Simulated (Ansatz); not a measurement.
Start from `C1[SiH2]C[Te]1` and change one element to get `C1[SiH2]C[Se]1`.

Ansatz, PBE0-D4/def2-TZVP geometries, multiplicity 1.  `C1[SiH2]C[Te]1` holds a close contact that its SMILES doesn't draw: Te···Si 2.86 Å. `C1[SiH2]C[Se]1` holds a close contact that its SMILES doesn't draw: Se···Si 2.70 Å.

Elements past krypton have def2 core potentials. Scalar relativity is left out up to krypton. Spin–orbit coupling is left out; it splits and shifts lone-pair levels of the heavy atoms by tenths of an eV.

```tsv
property	`C1[SiH2]C[Te]1`
HOMO–LUMO gap (B3LYP/def2-TZVPP) / eV	4.23
HOMO–LUMO gap (PBE0/def2-TZVPP) / eV	4.64
HOMO energy (ωB97M-V/def2-TZVPP) / eV	-8.05
size of the dipole moment (PBE/def2-TZVPP) / D	0.57
HOMO–LUMO gap (ωB97M-V/def2-TZVPP) / eV	8.51
LUMO energy (PBE/def2-TZVPP) / eV	-2.09
```

Give the same properties after the change, and the shifts. (Best estimate.)

The calculation gave: 
```tsv
property	`C1[SiH2]C[Se]1`	shift
HOMO–LUMO gap (B3LYP/def2-TZVPP) / eV	5.13	0.90
HOMO–LUMO gap (PBE0/def2-TZVPP) / eV	5.58	0.94
HOMO energy (ωB97M-V/def2-TZVPP) / eV	-8.45	-0.40
size of the dipole moment (PBE/def2-TZVPP) / D	0.95	0.38
HOMO–LUMO gap (ωB97M-V/def2-TZVPP) / eV	9.51	1.00
LUMO energy (PBE/def2-TZVPP) / eV	-1.55	0.54
```

With PBE0 the HOMO falls by 0.34 eV and the LUMO rises by 0.60 eV, so the gap widens by about 0.94 eV. PBE moves the HOMO by -0.23 eV and ωB97M-V by -0.40 eV. Dipoles are sizes alone; their direction can turn.

Positive LUMOs are unbound, so they and the gaps depend on the basis.

B3LYP here is the variant with VWN-RPA as its local correlation; programs differ in this.
